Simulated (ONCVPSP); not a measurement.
# Which change was made? (Ce, ONCV)

Ce (Z = 58), optimised norm-conserving Vanderbilt (ONCV), made with ONCVPSP 4.0.1 (PBE, scalar-relativistic). Core [Kr] 4d10, reference 4f1 5s2 5p6 5d1 6s2. Waves: 5s+6s: rc 2.85 bohr, ncon 3, nbas 6, qcut 5 1/bohr, 2 projectors; 5p: rc 2.00 bohr, ncon 4, nbas 7, qcut 4.6 1/bohr, 2 projectors, debl 1.5 Ha; 5d: rc 2.50 bohr, ncon 5, nbas 10, qcut 3.9 1/bohr, 3 projectors, debl 0.9 Ha; 4f: rc 1.55 bohr, ncon 4, nbas 9, qcut 9.6 1/bohr, 2 projectors, debl 2.4 Ha. Local part: polynomial inside 1.10 bohr (lpopt 5, dvloc0 0 Ha). Core correction: Teter function, fcfact 4, rcfact 1.75.

Cutoffs, loose and tight: the cutoffs (Ha) at which the residual kinetic energy of the hardest occupied pseudo-wave falls to 1 and 0.1 mHa per electron. They do not see the model core or the augmentation charge, which bear on the density cutoff. Test errors are all-electron minus pseudo excitation energies from the reference, over the configurations 4f1 5s2 5p6 5d1 6s1; 4f1 5s2 5p6 5d1 6s0; 4f1 5s2 5p6 5d0 6s0; 4f1 5s2 5p5 5d1 6s2; variants that change the core or the reference have their own tests.

The base gives: outcome: generated; cutoff, loose: 44 Ha; cutoff, tight: 105 Ha; bound ghosts: s; GHOST(+) flags above zero: p, d; largest test error (meV): -92.

Q: After one change the result is: outcome: generated; cutoff, loose: 44 Ha; cutoff, tight: 105 Ha; bound ghosts: s; GHOST(+) flags above zero: p, d; largest test error (meV): -154. Which change was it?
A. core correction Teter function, fcfact 2.9, rcfact 1.75
B. core correction Teter function, fcfact 7.5, rcfact 1.75
C. core correction Teter function, fcfact 1.6, rcfact 1.75
D. core correction Teter function, fcfact 5.2, rcfact 1.75

A: B. The others give: core correction Teter function, fcfact 5.2, rcfact 1.75 → outcome: generated; cutoff, loose: 44 Ha; cutoff, tight: 105 Ha; bound ghosts: s; GHOST(+) flags above zero: p, d; largest test error (meV): -115 | core correction Teter function, fcfact 1.6, rcfact 1.75 → outcome: generated; cutoff, loose: 44 Ha; cutoff, tight: 105 Ha; bound ghosts: s; GHOST(+) flags above zero: p, d; largest test error (meV): -40 | core correction Teter function, fcfact 2.9, rcfact 1.75 → outcome: generated; cutoff, loose: 44 Ha; cutoff, tight: 105 Ha; bound ghosts: s; GHOST(+) flags above zero: p, d; largest test error (meV): -69.
